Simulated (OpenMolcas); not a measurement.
## Potential curves of SeN: spin-free states

Computed with OpenMolcas 26.06: state-averaged CASSCF(9,7) over Se 4p, N 2s 2p, XMS-CASPT2 (IPEA 0.25, imaginary shift 0.2 hartree), scalar X2C, ANO-RCC-VTZP, then RASSI spin–orbit state interaction with atomic mean-field integrals. C2 symmetry about the axis (a holds Σ, Δ, Γ; b holds Π, Φ, H; Σ⁺ and Σ⁻ are not told apart); roots by multiplicity and irrep: 2b 8, 4b 2, 4a 1, 2a 5.

XMS-CASPT2 energies in eV from the lowest point. Curves are followed by energy order within each symmetry, so they are adiabatic and may change character at avoided crossings; Σ⁺ and Σ⁻ are counted together.

| R (Å) | (1)2Π | (1)4Π | (3)2Π | (3)2Σ |
| --- | --- | --- | --- | --- |
| 1.506 | 0.698 | 4.739 | 7.205 | 6.145 |
| 1.581 | 0.172 | 3.640 | 6.115 | 5.412 |
| 1.655 | 0.000 | 2.953 | 5.445 | 5.034 |
| 1.738 | 0.082 | 2.524 | 5.026 | 4.889 |
| 1.821 | 0.337 | 2.332 | 4.850 | 4.929 |
| 1.936 | 0.842 | 2.307 | 4.856 | 5.162 |
| 2.085 | 1.555 | 2.495 | 5.096 | 5.589 |
| 2.317 | 2.510 | 2.938 | 5.645 | 6.092 |
| 2.648 | 3.238 | 3.409 | 6.195 | 6.315 |

Left out for impure symmetry, kinks or missing points, though low: (1)4Σ, (1)2Δ, (2)2Π, (1)2Σ, (2)2Σ, (1)2Φ. Only roots inside an energy window near the equilibrium distance were included, so the list of states is not complete; labels number the states computed. Each spin and symmetry block has orbitals of its own, averaged over its own roots, so gaps between blocks are less sure than gaps within one and near the minimum can be off by tenths of an eV, in bad cases by more. No Rydberg orbitals are active, so Rydberg states, and σ→σ* states whose orbital the CASSCF left unused, can be missing between those listed. CASPT2 splits the two components of degenerate states numerically, here by up to 50 cm⁻¹. Points that failed a check (symmetry, reference weights, a jump) are left out.
